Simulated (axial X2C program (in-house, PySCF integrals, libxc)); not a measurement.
**Working with the constants of LiI⁺**

A bond curve at the CCSD(T) level, 2c, was computed with an in-house all-electron X2C program for linear molecules (integrals from PySCF) (basis I dyall-cv3z [11s12p8d4f1g], Li dyall-cv3z [7s8p2d] (cores contracted in-house)) for the state Ω = 3/2 (⟨Sz⟩ = 0.50, ⟨Lz⟩ = 1.00 at HF). Its fit gives Re = 2.7621 Å, ωe = 282.5 cm⁻¹, ωexe = 3.61 cm⁻¹ and αe = 5.621e-03 cm⁻¹; the masses are 126.9045 and 7.0160 u. Two-component means X2C with spin–orbit coupling and atomic mean-field Coulomb and Gaunt terms.

Correlated methods: 7 electrons correlated (number of frozen shells: I 4 s, 3 p, 2 d; Li 1 s), 221 virtual spin orbitals or spinors in MP2, 66 natural virtuals in coupled cluster.

Question: Find the reduced mass, Be and the force constant.

Answer: From the CCSD(T) values: μ = 6.6484 u. Be = 16.8576/(μ Re²) = 0.3324 cm⁻¹. k = 5.8918×10⁻⁷ μ ωe² = 0.313 mdyn/Å.

Question: Where do the fundamental and the first overtone lie?

Answer: ν(1←0) = ωe − 2ωexe = 275.3 cm⁻¹; ν(2←0) = 2ωe − 6ωexe = 543.3 cm⁻¹.

Question: Estimate the centrifugal constant by the Kratzer relation.

Answer: D = 4Be³/ωe² = 1.84e-06 cm⁻¹.

Question: A Morse curve ties αe to the other constants (Pekeris). How well does that hold?

Answer: αe(Morse) = 6Be²/ωe × (√(ωexe/Be) − 1) = 5.386e-03 cm⁻¹; the CCSD(T) curve gives 5.621e-03 cm⁻¹, a ratio of 0.96.

Question: Estimate De from a Morse curve and compare with the computed well depth of 0.675 eV to I + Li+.

Answer: De(Morse) = ωe²/(4ωexe) = 0.685 eV against 0.675 eV computed, a ratio of 1.01. For De the Morse form works well here.

The state is a single determinant with fixed occupations, the lowest that a limited PBE0 search found. Dissociation energies refer to the lowest single-determinant-based atoms at the same level and basis. CCSD and (T) use frozen natural virtuals with an MP2 correction for the truncation; (T) itself is uncorrected, so its De runs slightly low.
